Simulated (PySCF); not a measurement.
**Trend along the fifth-period p block: MP molecules**

PBE0 with double-zeta basis sets in PySCF, for the lowest determinant that a PBE0 search found; no spin–orbit coupling. De refers to high-spin ground-configuration atoms. A positive dipole means M(−)P(+).

| M | basis | state (unpaired electrons) | Re (Å) | ωe (cm⁻¹) | De (eV) | μ (D) |
| --- | --- | --- | --- | --- | --- | --- |
| In | x2c-SVPall | triplet (π ↑↑) | 2.644 | 260 | 1.95 | -1.84 |
| Sn | cc-pVDZ-PP/cc-pV(D+d)Z | doublet (π ↑) | 2.349 | 417 | 2.72 | -2.14 |
| Te | def2-SVP | doublet (π ↑) | 2.249 | 483 | 2.98 | -0.53 |
| I | x2c-SVPall | triplet (π ↑↑) | 2.391 | 374 | 2.48 | -0.03 |

The shortest bond is that of TeP (2.249 Å), the longest that of InP (2.644 Å).

The rows differ in basis set, which adds steps of its own.

The state changes along the series, so neighbouring rows are not always alike in their bonding.

Spin–orbit coupling is left out, which matters for elements this heavy, above all for dissociation energies. States were picked by a PBE0 search and need not be the measured ground states.
